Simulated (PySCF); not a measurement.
3-fluoropenta-1,2,4-triene (C5H5F), SMILES C=C=C(F)C=C.

Geometry optimised at PBE0-D3(BJ)/def2-SVP. Other conformers were not sampled.

Level of theory: r2SCAN/def2-TZVP run with PySCF.

Isolated molecule, no solvent.

```yaml
total_energy: -293.24544 hartree
point_group: Cs
highest_occupied_level: -5.88 eV
lowest_empty_level: -1.70 eV
orbital_gap: 4.18 eV
dipole_moment: 1.58 D
quadrupole, principal values (traceless, Buckingham form, about the centre of nuclear charge): -4.14, -3.54, 7.68 D·Å
mean_static_polarisability: 69.8 bohr³ (10.35 Å³)
polarisability_principal_values: 38.4, 47.2, 123.9 bohr³
```
